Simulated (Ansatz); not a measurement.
One change: `FB(F)I` becomes `[F][Al]([F])[I]`.

Ansatz, PBE0-D4/def2-TZVP geometries, multiplicity 1. 

Elements past krypton have def2 core potentials.

```json
{"property": "size of the dipole moment (PBE/def2-TZVPP) / D", "`FB(F)I`": "0.39"}
{"property": "zero-point energy (PBE0-D4/def2-TZVP) / kJ/mol", "`FB(F)I`": "26.0"}
{"property": "HOMO–LUMO gap (PBE0/def2-TZVPP) / eV", "`FB(F)I`": "7.48"}
{"property": "HOMO energy (B3LYP/def2-TZVPP) / eV", "`FB(F)I`": "-7.88"}
{"property": "HOMO–LUMO gap (PBE/def2-TZVPP) / eV", "`FB(F)I`": "5.29"}
{"property": "size of the dipole moment (B3LYP/def2-TZVPP) / D", "`FB(F)I`": "0.46"}
```

Give the same properties after the change, and the shifts. (An estimate is asked.)

The calculation gave: 
```csv
property,`[F][Al]([F])[I]`,shift
size of the dipole moment (PBE/def2-TZVPP) / D,1.12,0.73
zero-point energy (PBE0-D4/def2-TZVP) / kJ/mol,16.1,-9.9
HOMO–LUMO gap (PBE0/def2-TZVPP) / eV,6.82,-0.66
HOMO energy (B3LYP/def2-TZVPP) / eV,-8.12,-0.24
HOMO–LUMO gap (PBE/def2-TZVPP) / eV,4.80,-0.49
size of the dipole moment (B3LYP/def2-TZVPP) / D,1.12,0.66
```

With PBE0 the HOMO falls by 0.25 eV and the LUMO falls by 0.91 eV, so the gap narrows by about 0.66 eV. PBE moves the HOMO by -0.28 eV and ωB97M-V by -0.22 eV. Dipoles are sizes alone; their direction can turn.

B3LYP here is the variant with VWN-RPA as its local correlation; programs differ in this.

Spin–orbit coupling is left out; it splits and shifts lone-pair levels of the heavy atoms by tenths of an eV.
